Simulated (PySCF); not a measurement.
**Excitation energies in several basis sets**

Compound: CH7ClP2Si.
SMILES with atom numbers: `[PH2:1][SiH:2]([PH2:3])[CH2:4][Cl:5]` (hydrogens: H6, H7 on P1; H8 on Si2; H9, H10 on P3; H11, H12 on C4)

Structure used (PBE0-D3(BJ)/def2-SVP), in Å, numbered top down from 1:
```
atom  x, y, z in Å
P1    -1.5773   -0.8640    0.9937
Si2   -0.1361    0.0489   -0.4940
P3     0.1628    2.2595   -0.1289
C4     1.5533   -0.7852   -0.2709
Cl5    2.1317   -0.5648    1.4088
H6    -1.7036   -2.0930    0.2700
H7    -2.7119   -0.2761    0.3518
H8    -0.5470   -0.1420   -1.9220
H9    -1.2388    2.5393   -0.0963
H10    0.2643    2.0867    1.2850
H11    2.2996   -0.3436   -0.9482
H12    1.5050   -1.8654   -0.4735
```

TDDFT with PBE0 (PySCF), vertical singlets, core orbitals frozen in the response, spherical d and f functions. The structure is a single PBE0-D3(BJ)/def2-SVP conformer in the gas phase; no vibrational or solvent corrections.

| basis | functions | diffuse | S1 (eV) | S2 (eV) | S3 (eV) | S4 (eV) | S5 (eV) | LUMO (eV) | α (au) |
| --- | --- | --- | --- | --- | --- | --- | --- | --- | --- |
| 6-31G* | 100 | no | 6.19 | 6.57 | 6.66 | 6.73 | 6.78 | -0.18 | 90.2 |
| 6-31+G* | 120 | yes | 5.99 | 6.16 | 6.34 | 6.41 | 6.46 | -0.51 | 100.5 |
| def2-SVP | 121 | no | 6.31 | 6.64 | 6.77 | 6.87 | 6.89 | 0.01 | 90.6 |
| def2-SVPD | 175 | yes | 6.03 | 6.33 | 6.34 | 6.45 | 6.50 | -0.38 | 109.7 |
| aug-cc-pVDZ | 194 | yes | 5.92 | 6.07 | 6.26 | 6.30 | 6.34 | -0.53 | 112.0 |
| def2-TZVP | 221 | no | 6.00 | 6.29 | 6.41 | 6.46 | 6.55 | -0.33 | 104.0 |
| def2-TZVPD | 275 | yes | 5.88 | 6.17 | 6.18 | 6.28 | 6.35 | -0.52 | 112.1 |

**Question.** How much do these states and the polarisability depend on the basis?

**Answer.** States are compared by their number. Against the largest diffuse basis here (def2-TZVPD, itself not a converged limit), sets without diffuse functions differ by up to 0.43 eV in S1 and 0.55 eV in S5; the smaller diffuse sets differ by up to 0.15 and 0.16 eV. State by state, the largest deviation of a set without diffuse functions is S1 0.43, S2 0.46, S3 0.59, S4 0.59, S5 0.55 eV. The same number needn't mean the same state in each row. Against def2-TZVPD the polarisability deviates by -20% in 6-31G*, -10% in 6-31+G*, -19% in def2-SVP, -2% in def2-SVPD, 0% in aug-cc-pVDZ, -7% in def2-TZVP. A single + in a Pople set puts diffuse functions on heavy atoms only.
